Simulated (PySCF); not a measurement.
**Where the electron goes**

Species: CdMe(CN), C₂H₃CdN (singlet state).
Geometry (PBE0-D3(BJ)/def2-SVP, Å), atoms numbered from 1 in this order:
```xyz
7
C2H3CdN angstrom
Cd     0.004    0.008   -0.599
C     -0.004   -0.015    1.490
H      0.770    0.659    1.887
H      0.194   -1.031    1.862
H     -0.982    0.313    1.873
C      0.006    0.026   -2.675
N      0.012    0.040   -3.838
```

Method: TDDFT B3LYP/def2-SVPD, vertical, gas phase, core orbitals frozen in the response, def2 core potentials past Kr in PySCF 2.14.0, density-fitted response routines. Spin–orbit coupling is left out.

Kohn–Sham orbitals with the atoms that hold most of them (Löwdin shares over 4%, at most four atoms):

| orbital | ε (eV) | atoms |
| --- | --- | --- |
| HOMO-3 | -9.40 | N7 58%, C6 21%, Cd1 13%, C2 5% |
| HOMO-2 | -9.00 | N7 52%, C6 44% |
| HOMO-1 | -9.00 | N7 52%, C6 44% |
| HOMO | -8.34 | C2 43%, Cd1 21%, N7 9%, C6 8% |
| LUMO | -1.41 | Cd1 67%, C6 14%, N7 10%, C2 6% |
| LUMO+1 | -1.41 | Cd1 67%, C6 14%, N7 10%, C2 6% |
| LUMO+2 | -0.77 | Cd1 53%, C2 23%, C6 9%, H4 4% |

Within 0.005 eV of a neighbour in this list lie HOMO-2/HOMO-1 and LUMO/LUMO+1 (point group found: C3v); within a degenerate set the shares of single atoms can hang on how the components are chosen.

How does S1 compare with the orbital gap of 6.93 eV?

S1 is at 5.99 eV (f = 0.029), 0.94 eV below the gap, made of HOMO→LUMO/LUMO+1 (98%). S1/S2 lie within about 0.01 eV of each other. 

For S1 the Löwdin share of cadmium is 21% in HOMO and 67% in LUMO.

Next come S2 at 5.99 eV (f 0.029), HOMO→LUMO/LUMO+1 (98%); S3 at 6.31 eV (f 0.0000), HOMO-2/HOMO-1→LUMO/LUMO+1 (≥96%); S4 at 6.43 eV (f 0.0000), HOMO-2/HOMO-1→LUMO/LUMO+1 (97%); S5 at 6.43 eV (f 0.0000), HOMO-2/HOMO-1→LUMO/LUMO+1 (97%).

Orbitals of the list HOMO-3 to LUMO+2 that lie within 0.01 eV of each other are written together with a slash and their weights summed (≥ marks a lower bound); for degenerate orbitals outside that list single weights are arbitrary.
